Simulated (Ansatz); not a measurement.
Mulliken charges of `[OH][Y]([Cl])[Cl]` from r2SCAN/def2-TZVPP in Ansatz (PBE0-D4/def2-TZVP geometry).

```tsv
atom	x (Å)	y (Å)	z (Å)	charge (e)
O1	-1.112	0.946	0.200	-0.591
Y2	0.382	-0.325	-0.070	1.102
Cl3	2.690	0.458	0.284	-0.361
Cl4	-0.129	-2.637	-0.746	-0.361
H5	-1.832	1.558	0.332	0.210
```

**Question.** By hand: the dipole of these point charges (1 e Å = 4.8032 D).

**Answer.** Σ q r = (-0.231, 0.197, 0.041) e Å, of length 0.306 e Å = 1.47 D.

**Question.** How does the dipole of the full density compare? (Best estimate.)

**Answer.** The calculation gave: (-0.489, 0.416, 0.087) e Å, 3.11 D; the point charges give 0.47 times that, at 0° from its direction.

Point charges leave out the atoms' own dipoles, such as those of lone pairs, and Mulliken's split depends on the basis, so the two needn't agree.
